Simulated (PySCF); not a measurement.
CH5NSZn, SMILES C[S][Zn][NH2]. Atoms are numbered in the order given.

```xyz
9

Zn     0.0926    -0.6712     0.0000
N     -0.2960    -2.4380     0.0000
H     -0.6578    -2.9050     0.8257
H     -0.6578    -2.9050    -0.8257
S      0.6602     1.4166     0.0000
C     -0.9942     2.1976     0.0000
H     -1.5751     1.9381     0.8971
H     -0.8390     3.2862     0.0000
H     -1.5751     1.9381    -0.8971
```
Charge 0, spin multiplicity 1.

The structure is a stationary point at ωB97X-D3(BJ)/def2-SVP. The structure was generated by enumeration; whether it is a known compound was not checked. Other conformers were not sampled.

Calculation: M06-2X/def2-TZVP run with PySCF.

Atomic charges (e):

```
atom  Mulliken  meta-Löwdin  Löwdin
----  --------  -----------  ------
Zn1       0.61         1.18    0.17
N2       -0.86        -1.05   -0.50
H3        0.25         0.22    0.15
H4        0.25         0.22    0.15
S5       -0.31        -0.56    0.23
C6       -0.41        -0.39   -0.53
H7        0.16         0.12    0.11
H8        0.16         0.13    0.11
H9        0.16         0.12    0.11
```
